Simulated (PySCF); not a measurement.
GeCl2I2, SMILES [Cl][Ge]([Cl])([I])[I]. Atoms are numbered in the order given.

```xyz
5

Cl     0.0000     1.7445     1.9011
Ge     0.0000     0.0000     0.6202
Cl     0.0000    -1.7445     1.9011
I     -2.0842     0.0000    -0.7970
I      2.0842     0.0000    -0.7970
```

Geometry: PBE-D3(BJ)/def2-SVP. The def2 effective core potentials stand for the cores of I; spin–orbit coupling is left out.

These are M06-2X/def2-TZVP run with PySCF values and carry that method's errors.

Gas-phase values at a fixed geometry.

| Property | Value |
|---|---|
| total energy | -3592.85178 hartree |
| point group | C2v |
| highest occupied level | -9.27 eV |
| lowest empty level | -2.32 eV |
| orbital gap | 6.95 eV |
| dipole moment | 0.233 e·Å |
| quadrupole, principal values (traceless, Buckingham form, about the centre of nuclear charge) | -3.69, -1.67, 5.36 D·Å |
| mean static polarisability | 116.1 bohr³ (17.21 Å³) |
| polarisability, principal values | 98.3, 112.6, 137.5 bohr³ |
